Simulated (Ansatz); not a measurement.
The cluster Cd4Te2Br4. Charge 0, multiplicity 3. Geometry r2SCAN-D4/def2-SVP, that of the neutral singlet; atoms count from 1.

```xyz
10

Cd    1.108   -2.060    0.964
Cd    2.178    1.102   -0.419
Cd   -0.316    1.073    2.191
Cd   -2.490   -0.106   -2.281
Te    2.309    0.123    2.180
Te   -0.530   -0.067   -0.488
Br   -4.274   -0.154   -3.911
Br    3.204    2.294   -2.291
Br   -2.070    2.272    3.404
Br    0.881   -4.475    0.651
```

In the def2 sets Cd, Te take a core potential; there is no spin–orbit coupling. The gap within one spin of the charge 0 triplet nearly closes, so an electron or hole may be smeared out by delocalisation error. At PBE-D4/def2-SVP a singlet of charge 0 lies 2.82 eV below the triplet at the same geometry. The structure comes from a short search, and lower isomers may exist.

(1) Estimate the Mulliken populations from the PBE/def2-SVP orbitals of Ansatz.

(2) Where does the spin sit?

(3) And the Mayer bond orders between heavy atoms (over 0.3)?

Results:

(1) 
| atom | charge (e) | spin (α − β) | d electrons |
| --- | --- | --- | --- |
| Cd1 | 0.35 | 0.09 | 10.01 |
| Cd2 | 0.35 | 0.08 | 10.02 |
| Cd3 | 0.35 | 0.12 | 10.01 |
| Cd4 | 0.31 | 0.28 | 10.00 |
| Te5 | -0.22 | 0.39 | – |
| Te6 | -0.24 | 0.40 | – |
| Br7 | -0.23 | 0.20 | – |
| Br8 | -0.23 | 0.13 | – |
| Br9 | -0.21 | 0.18 | – |
| Br10 | -0.23 | 0.13 | – |
Mulliken values depend strongly on the basis.

(2) Summed by element: Cd 0.57, Te 0.79, Br 0.64, of 2 unpaired in all. Largest on single atoms: Te6 0.40, Te5 0.39, Cd4 0.28.

(3) Cd1–Te5 0.61 (2.77 Å); Cd1–Te6 0.39 (2.96 Å); Cd1–Br10 0.99 (2.45 Å); Cd2–Te5 0.61 (2.78 Å); Cd2–Te6 0.40 (2.95 Å); Cd2–Br8 0.99 (2.45 Å); Cd3–Te5 0.58 (2.79 Å); Cd3–Te6 0.41 (2.92 Å); Cd3–Br9 0.98 (2.45 Å); Cd4–Te6 0.57 (2.66 Å); Cd4–Br7 0.91 (2.42 Å).
